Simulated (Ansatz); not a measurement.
Relaxation of H8OW (10 atoms, charge 0, multiplicity 1), to a largest force component of 0.03 eV/Å in at most 50 steps.

These are results of RKS PBE-D4/def2-SVP (Ansatz 0.2.0), not measurements.

```xyz
10
Properties=species:S:1:pos:R:3
W 0.220 0.427 -0.257
H 0.087 0.811 2.636
H 0.847 -0.912 0.515
H -1.236 1.115 0.328
H -0.867 -0.622 0.512
H 0.119 -1.080 -1.011
H 0.229 0.425 -1.972
O 1.821 1.270 0.376
H 2.563 0.856 0.858
H 0.623 1.087 2.235
```

Task: Where does it end, and by what steps?

Result: The run converged. After 6 steps the energy has fallen by 0.137 eV; H10 moved furthest, 0.70 Å.

```
step  energy less start (eV)  largest force component (eV/Å)  accepted
   0                  0.0000                           1.370       yes
   1                 -0.0992                           0.259       yes
   2                 -0.1208                           0.202       yes
   3                 -0.1324                           0.155       yes
   4                 -0.1363                           0.113       yes
   5                 -0.1365                           0.066       yes
   6                 -0.1370                           0.016       yes
```

```xyz
10
Properties=species:S:1:pos:R:3
W 0.247 0.392 -0.439
H -0.025 0.877 3.156
H 0.874 -0.926 0.366
H -1.155 1.128 0.220
H -0.809 -0.627 0.408
H 0.100 -1.142 -1.141
H 0.239 0.339 -2.152
O 1.820 1.221 0.180
H 2.537 0.838 0.718
H 0.581 1.277 2.903
```

Whether the end is a true minimum wasn't checked by a vibrational analysis.

Time of the run: 23 s on 1 thread of Arm Neoverse V1, with other jobs on the host, peak memory 0.12 GiB.
